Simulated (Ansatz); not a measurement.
The cluster TiAl3, 4 atoms. Hardware: 4 threads of Intel Xeon Platinum 8259CL on a shared host.

The 6-31G sets use Cartesian d functions. Correlated methods freeze 20 core orbitals; core or outer-core shells of Ti are correlated, in sets that lack core-valence functions. In CCSD on the charge 0 quartet the largest single amplitude is 0.20, so its Hartree–Fock determinant may place the open shell otherwise than the density functionals do.

(1) How many basis functions does each of these Ansatz runs have, and roughly what does it cost? CCSD(T)/def2-TZVPP, charge 0 quartet, energy, from earlier orbitals; r2SCAN-D4/def2-TZVP, charge 0 quartet, energy, from earlier orbitals; B3LYP-D4/6-31G, charge 0 doublet, energy; r2SCAN-D4/def2-TZVPD, charge -1 singlet at the geometry of the charge 0 doublet, energy, from earlier orbitals; PBE-D4/def2-TZVP, charge 0 doublet, energy, from earlier orbitals; PBE0-D4/def2-TZVP, charge 0 quartet, energy, from earlier orbitals; PBE0-D4/def2-TZVP, charge 0 doublet, energy, from earlier orbitals; BHLYP-D4/def2-TZVP, charge 0 quartet, energy, from earlier orbitals; PBE-D4/def2-TZVPD, charge -1 triplet at the geometry of the charge 0 doublet, energy, from earlier orbitals; PBE0-D4/def2-TZVPD, charge 0 doublet, energy, from earlier orbitals; r2SCAN-D4/def2-TZVP, charge 1 singlet at the geometry of the charge 0 doublet, energy, from earlier orbitals; B3LYP-D4/def2-TZVP, charge 0 doublet, energy, from earlier orbitals.

Answers

(1) Other jobs shared the machine, so times can vary by a factor of up to 3. A dash marks memory too small to be measured apart from the calling script's.

```csv
run,functions,fitting or Cholesky vectors,wall time,peak host memory (GiB)
"r2SCAN-D4/def2-TZVP, charge 1 singlet at the geometry of the charge 0 doublet, energy, from earlier orbitals",156,1190,3.4 s,–
"r2SCAN-D4/def2-TZVPD, charge -1 singlet at the geometry of the charge 0 doublet, energy, from earlier orbitals",177,1218,3.5 s,–
"B3LYP-D4/6-31G, charge 0 doublet, energy",68,818,3.9 s,–
"PBE-D4/def2-TZVP, charge 0 doublet, energy, from earlier orbitals",156,1190,6.5 s,–
"PBE0-D4/def2-TZVP, charge 0 doublet, energy, from earlier orbitals",156,1303,11 s,0.83
"PBE0-D4/def2-TZVP, charge 0 quartet, energy, from earlier orbitals",156,1303,12 s,0.82
"r2SCAN-D4/def2-TZVP, charge 0 quartet, energy, from earlier orbitals",156,1190,13 s,–
"PBE0-D4/def2-TZVPD, charge 0 doublet, energy, from earlier orbitals",177,1372,13 s,1
"B3LYP-D4/def2-TZVP, charge 0 doublet, energy, from earlier orbitals",156,1240,13 s,0.81
"PBE-D4/def2-TZVPD, charge -1 triplet at the geometry of the charge 0 doublet, energy, from earlier orbitals",177,1218,14 s,–
"BHLYP-D4/def2-TZVP, charge 0 quartet, energy, from earlier orbitals",156,1396,23 s,0.79
"CCSD(T)/def2-TZVPP, charge 0 quartet, energy, from earlier orbitals",190,1214,7.9 min,2
```
